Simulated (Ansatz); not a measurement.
CH$_{4}$AlNO (`N=[C](O)[AlH2]`), relaxed with RKS PBE-D4/def2-SVP in the Gaussian-basis code of Ansatz from a rough embedded geometry. The force threshold is 0.03 eV/Å; the program also tests the step.

Charge 0, multiplicity 1.

Start:

```xyz
8

N     0.812    0.016   -1.312
C     0.262    0.387   -0.248
O     0.444    1.666    0.182
Al   -0.749   -0.804    0.865
H     0.660   -0.984   -1.730
H     1.013    2.358   -0.356
H    -1.038   -2.325    0.372
H    -1.403   -0.315    2.227
```

```csv
step,energy (eV),largest force (eV/Å),largest move (Å)
1,-11220.1518,3.284,0.000
2,-11220.5605,0.927,0.119
3,-11220.6627,0.282,0.108
4 (rejected),-11220.6580,0.957,0.060
5,-11220.6757,0.094,0.029
6,-11220.6780,0.023,0.022
```

End:

```xyz
8

N     0.840    0.098   -1.382
C     0.294    0.407   -0.256
O     0.451    1.675    0.212
Al   -0.804   -0.800    0.905
H     0.649   -0.886   -1.629
H     1.000    2.138   -0.468
H    -0.977   -2.283    0.326
H    -1.453   -0.348    2.292
```

Run time 9.5 s (2 threads of an Arm Neoverse V1 on a shared host); peak host memory 0.14 GiB.
